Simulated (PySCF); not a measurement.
## The second ionisation energy along group 13

Calculated with PySCF 2.14 from differences of total energies of unrestricted determinants, without spin-orbit coupling. Values in eV. The last column holds reference values (NIST; (s) semi-empirical, (t) theoretical, else measured). Unmarked ones compare directly (S terms, centres of terms, or small fine structure); those marked * lie between the lowest fine-structure levels and include a spin-orbit shift.

```csv
element,configurations,UHF,LDA,PBE,MP2 (valence),CCSDT (valence),FCI (valence),reference
"B (aug-cc-pVQZ-DK, spin-free X2C)",[He] 2s2 → [He] 2s1,23.450,24.557,24.609,24.486,25.108,25.108,25.155
"Al (aug-cc-pVQZ-DK, spin-free X2C)",[Ne] 3s2 → [Ne] 3s1,17.551,18.931,18.795,18.343,18.642,18.642,18.829
"Ga (aug-cc-pVQZ-DK, spin-free X2C)",[Ar] 3d10 4s2 → [Ar] 3d10 4s1,18.749,21.120,20.750,19.499,19.772,19.772,20.515
"In (aug-cc-pVQZ-DK3, spin-free X2C)",[Kr] 4d10 5s2 → [Kr] 4d10 5s1,17.016,19.388,18.957,17.675,17.914,17.914,18.870
"Tl (aug-cc-pVQZ-DK3, spin-free X2C)",[Xe] 4f14 5d10 6s2 → [Xe] 4f14 5d10 6s1,18.348,n/a,n/a,18.917,19.100,19.100,20.428
```

```csv
method,elements,mean error (eV),mean absolute error (eV),largest error (eV)
UHF,5,-1.737,1.737,-2.081
LDA,4,0.157,0.456,0.605
PBE,4,-0.065,0.225,-0.546
MP2 (valence),5,-0.976,0.976,-1.512
CCSDT (valence),5,-0.652,0.652,-1.329
FCI (valence),5,-0.652,0.652,-1.329
```

Errors include the incompleteness of the basis and the frozen core.

"Valence" correlates the outer s and p shells and, in groups 3 to 12 and the f block, the outer d or f shell, open or full, or the next shell where the ion has no valence electron left; the wider scheme adds the next inner shell.
